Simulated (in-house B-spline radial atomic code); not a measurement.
Whole-atom quantities along the 23-electron series, configuration [Ar] 3d5. Breit and QED terms are first order and not part of the total energy; the density at the nucleus is averaged over the nuclear charge. Computed with an all-electron radial atomic-structure program (B-spline basis): Dirac-Hartree-Fock, average of the configuration, finite nuclei.

| ion | Z | E/Z² (Eh) | Σ<r²> (bohr²) | n(0)/Z³ (bohr⁻³) | Lamb diamagnetic shielding (ppm) | repulsion over attraction | Breit energy (eV) | self-energy (eV) | vacuum polarisation (eV) | Dirac less non-relativistic energy (Eh) |
| --- | --- | --- | --- | --- | --- | --- | --- | --- | --- | --- |
| Yb47+ | 70 | -2.4959 | 0.63411 | 2.7621 | 7029.9 | 0.062891 | 347.23 | 306.96 | -52.334 | -660.24 |
| Lu48+ | 71 | -2.5054 | 0.61159 | 2.8589 | 7165.29 | 0.061943 | 364.02 | 323.8 | -55.995 | -703.15 |
| Hf49+ | 72 | -2.5149 | 0.59018 | 2.975 | 7302.39 | 0.061015 | 381.39 | 341.39 | -59.898 | -748.34 |
| Ta50+ | 73 | -2.5244 | 0.5698 | 3.0925 | 7441.14 | 0.060108 | 399.36 | 359.77 | -64.039 | -795.84 |
| W51+ | 74 | -2.5339 | 0.55038 | 3.214 | 7581.64 | 0.05922 | 417.94 | 378.97 | -68.435 | -845.74 |
| Re52+ | 75 | -2.5434 | 0.53188 | 3.3443 | 7723.96 | 0.058351 | 437.14 | 399.01 | -73.106 | -898.17 |
| Os53+ | 76 | -2.553 | 0.51422 | 3.4726 | 7868.13 | 0.0575 | 456.99 | 419.94 | -78.056 | -953.19 |
| Ir54+ | 77 | -2.5625 | 0.49737 | 3.6205 | 8014.34 | 0.056666 | 477.49 | 441.79 | -83.329 | -1010.99 |
| Pt55+ | 78 | -2.5721 | 0.48127 | 3.7678 | 8162.54 | 0.055849 | 498.66 | 464.59 | -88.918 | -1071.59 |
| Au56+ | 79 | -2.5818 | 0.46588 | 3.927 | 8312.89 | 0.055047 | 520.53 | 488.4 | -94.859 | -1135.17 |
| Hg57+ | 80 | -2.5915 | 0.45115 | 4.0896 | 8465.43 | 0.054261 | 543.11 | 513.25 | -101.16 | -1201.81 |
| Tl58+ | 81 | -2.6012 | 0.43705 | 4.2664 | 8620.3 | 0.05349 | 566.42 | 539.2 | -107.86 | -1271.68 |

With what power of Z does the column «self-energy (eV)» change over this range?

A fit of the logarithm of its size against log Z from Z = 70 to 81 has slope 3.86. One-loop self-energy scales as Z⁴F(Zα), with F falling from low Z to about Z = 90.
